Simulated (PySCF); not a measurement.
**Polarisability and C₆ of Mn²⁺ (manganese, charge +2)**

[Ar] 3d5, high-spin 6S determinant. All numbers are calculated (PySCF 2.14, scalar relativity by spin-free X2C-1e, in aug-cc-pVDZ-DK (7s6p4d2f, 59 functions)). Coupled (time-dependent) response in atomic units; α is the mean over directions. A double-zeta set is small for polarisabilities.

```tsv
method	mean α (bohr³)	C₆ (like pair)	S(−4)
UHF	3.262	9.232	5.073
PBE	4.088	11.56	10.84
PBE0	3.781	10.69	8.356
```

S(−4) is the Cauchy moment in α(ω) = α(0) + S(−4) ω² + …

α(iu) at PBE0:

```tsv
u (hartree)	α(iu) (bohr³)
0	3.781
0.0500	3.760
0.100	3.701
0.200	3.493
0.300	3.225
0.500	2.698
0.750	2.186
1.00	1.814
1.50	1.316
2.00	1.002
3.00	0.6351
5.00	0.3114
```

For an ion, C₆ is the dispersion term alone; charge-induced terms of lower order in 1/R come first.
